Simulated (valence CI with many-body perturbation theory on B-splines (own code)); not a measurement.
The numbers below are computed, except where a source is named.
# Co12+: what the settings do

Method: relativistic CI+MBPT: five valence electrons over a frozen Dirac-Fock core [Ne], radial functions for each j: 6 s, 6 p, 5 d, 3 f, 1 g, with the one-electron correlation potential Σ1, the two-electron term Σ2, the three-electron term Σ3, Breit, model QED; selected CI, second order for the rest, scaled by the run's own slope (own B-spline code, finite nucleus).

No measured levels were compared; by estimate levels of excited configurations hold to 0.05 to 0.15 % of their energy, terms of the ground configuration to about 0.5 %. Among the levels kept, up to 1100 cm⁻¹ of a level comes from second order outside the variational space, and about a tenth of that is noise between levels of different J, which matters for small intervals.

The reference run has the lowest level 3s²3p³ ⁴S°_3/2 and an ionisation energy of 374.564 eV. Its largest variational space holds 10000 state functions.

Names give the largest LS component (configuration and term), which can be under half, so a name can repeat, a term be missing and a line seem to break the LS rules; names also repeat where a configuration has a term twice.

Changed runs:
A. logarithmic knot step 0.27 → 0.33
B. scale of Σ1 1 → 0
C. three-electron term on → off
D. highest l in the core sums 6 → 1 (bad on purpose)

Excitation energies of the reference run in cm⁻¹, and shifts in cm⁻¹:

```csv
Level,Reference,A,B,C,D
3s²3p³ ²D°_3/2,44127,0,-23,+210,+287
3s²3p³ ²D°_5/2,50151,+0.3,-70,+194,+264
3s²3p³ ²P°_1/2,80076,+0.6,-81,+341,+285
3s²3p³ ²P°_3/2,88734,+1.0,-155,+312,+224
3s3p⁴ ⁴P_5/2,295138,+0.7,+598,-270,-68
3s3p⁴ ⁴P_3/2,307005,+1.2,+536,-271,-119
3s3p⁴ ⁴P_1/2,312093,+1.3,+517,-264,-122
3s3p⁴ ²D_3/2,365886,+1.5,+520,-145,+602
3s3p⁴ ²D_5/2,368570,+1.7,+489,-150,+560
3s²3p²3d ²P_3/2,418815,+2.3,+506,-5.7,+1536
3s3p⁴ ²P_1/2,423855,+2.1,+486,+83,+1477
3s3p⁴ ²S_1/2,443238,+2.6,+383,+153,+1216
Ionisation energy (eV),374.564,-0.00025,-0.597,+0.208,-0.208
```
